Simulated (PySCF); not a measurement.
## Exercise with solution: refractive index and permittivity of the vapour

C2H10FNSi2, SMILES [SiH2](NC[SiH3])CF.

The structure is a stationary point at B3LYP-D3(BJ)/def2-SVP. The structure was generated by enumeration, and PubChem lists no compound with its InChIKey, so it may never have been made. Other conformers were not sampled.

PBE/def2-TZVP run with PySCF gives a mean static polarisability of 91.5 bohr³ and a dipole moment of 0.99 D. Take an ideal gas at 298.15 K and 1 bar, whether or not the substance is that volatile.

Work out n − 1 in the optical limit and the static ε − 1.


Polarisability volume α' = 91.5 × 0.148185 = 13.56 Å³. Number density N = p/kT = 2.43e-5 Å⁻³.
Dilute limit of Lorentz–Lorenz: n − 1 = 2π N α' = 0.0021.
Orientation term of Debye: μ²/(3kT) = 8.098 Å³ × μ²(D²) = 7.94 Å³.
ε − 1 = 4π N (α' + μ²/3kT) = 0.0066. Orientation of the dipole supplies 37 % of the static response; it can't follow optical fields. Vibrational polarisation and dispersion are left out.
